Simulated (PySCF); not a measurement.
This PySCF input asks for the NMR shieldings of SMILES CCO[C@H](CF)O[SiH3], C₄H₁₁FO₂Si; the geometry comes from GFN2-xTB.

```python
import basis_set_exchange as bse
import numpy as np
from pyscf import gto, dft
from pyscf.prop import nmr

atoms = """
C     2.340381   -1.003350    0.818961
C     1.285309   -0.925790   -0.270287
O     0.601468    0.314653   -0.144012
C    -0.518551    0.436921   -0.954620
C    -0.859261    1.926449   -1.066582
F    -0.092558    2.520926   -2.029113
O    -1.604272   -0.257080   -0.450979
Si   -1.995989   -0.387630    1.129717
H     3.019088   -0.159757    0.732568
H     1.867373   -0.968912    1.796558
H     2.902538   -1.928015    0.722889
H     0.570950   -1.753943   -0.176618
H     1.749908   -0.977170   -1.266080
H    -0.319206    0.039516   -1.966312
H    -0.649604    2.426458   -0.118245
H    -1.906519    2.044262   -1.356671
H    -1.001822   -1.141806    1.894361
H    -3.235716   -1.126075    0.950971
H    -2.163321    0.929592    1.746032
"""
names = dict.fromkeys(["C", "O", "F", "Si", "H"], "pcSseg-1")
basis = {el: gto.basis.parse(bse.get_basis(n, elements=[el], fmt="nwchem")) for el, n in names.items()}
mol = gto.M(atom=atoms, basis=basis, charge=0, verbose=0)
mf = dft.RKS(mol, xc="PBE0")
mf.grids.level = 2
mf.grids.alignment = dft.numint.BLKSIZE   # the property module wants whole blocks of grid points
mf.conv_tol = 1e-9
mf.kernel()

calc = nmr.RKS(mf)   # GIAO
C = mf.mo_coeff
Co = C[:, mf.mo_occ > 0]
resp = mf.gen_response(singlet=True, hermi=2)
def vind(x):   # induced exchange potential for any number of trial vectors
    d = np.einsum("pi,xij,qj->xpq", C, 2 * x.reshape(-1, C.shape[1], Co.shape[1]), Co, optimize=True)
    return np.einsum("xpq,pi,qj->xij", resp(d - d.transpose(0, 2, 1)), C, Co, optimize=True).ravel()
mo1, _ = nmr.rhf.solve_mo1(calc, with_cphf=vind)
sigma = calc.kernel(mo1)
for i, s in enumerate(sigma):   # ppm
    w = np.linalg.eigvalsh((s + s.T) / 2)
    print("%2d %-2s iso %8.1f  s11 %8.1f  s22 %8.1f  s33 %8.1f" % (i, mol.atom_pure_symbol(i), w.mean(), *w))
```

**Question.** What does it print?

**Answer.** 
```
 0 C  iso    170.1  s11    154.6  s22    169.8  s33    185.9
 1 C  iso    118.7  s11     80.9  s22    108.3  s33    166.8
 2 O  iso    235.2  s11    193.0  s22    214.6  s33    297.9
 3 C  iso     84.9  s11     69.0  s22     90.1  s33     95.5
 4 C  iso     96.6  s11     68.2  s22     83.7  s33    137.8
 5 F  iso    428.4  s11    398.4  s22    413.4  s33    473.5
 6 O  iso    280.1  s11    226.6  s22    273.4  s33    340.2
 7 Si iso    392.2  s11    354.3  s22    360.8  s33    461.6
 8 H  iso     30.1  s11     26.1  s22     28.3  s33     35.9
 9 H  iso     30.2  s11     25.8  s22     29.4  s33     35.3
10 H  iso     30.7  s11     26.7  s22     27.5  s33     37.8
11 H  iso     27.7  s11     23.3  s22     28.3  s33     31.5
12 H  iso     27.9  s11     23.4  s22     27.5  s33     32.9
13 H  iso     26.6  s11     23.9  s22     26.1  s33     29.8
14 H  iso     26.9  s11     22.9  s22     28.0  s33     29.7
15 H  iso     27.1  s11     22.5  s22     28.9  s33     29.9
16 H  iso     26.9  s11     22.8  s22     27.0  s33     30.9
17 H  iso     27.1  s11     23.4  s22     25.1  s33     32.6
18 H  iso     26.9  s11     23.3  s22     25.5  s33     32.0
```

These numbers come from an equivalent density-fitted implementation of the same equations, which agrees with the script to about 0.01 ppm for H and up to a few tenths of a ppm for heavy atoms, so last digits may differ.

**Question.** Turn these shieldings into chemical shifts. Chemical shifts δ = σref − σ; TMS for $^{13}$C (186.93 ppm) and $^{29}$Si (349.16 ppm) and $^{1}$H (31.72 ppm); H2O for $^{17}$O (336.08 ppm); $^{19}$F (170.95 ppm) against CFCl3, all at this level.

**Answer.** Averaging equivalent atoms: C 3: 102.0; C 4: 90.4; C 1: 68.2; C 0: 16.8; O 2: 100.9; O 6: 56.0; F 5: -257.5; Si 7: -43.1; H 13: 5.10; H 14: 4.85; H 16/17/18: 4.74; H 15: 4.63; H 11: 4.03; H 12: 3.77; H 8/9/10: 1.41 ppm. Unscaled 19F shifts against computed CFCl3 carry errors that often reach 10 to 50 ppm. Experimental scales use liquid or dissolved standards, which lie at an offset from isolated H2O (liquid H2O: subtract about 36 ppm).

Size and cost of the density-fitted run: 198 basis functions, 33 s wall time on 1 thread of an Arm Neoverse V2, shared host; peak memory 0.88 GiB.
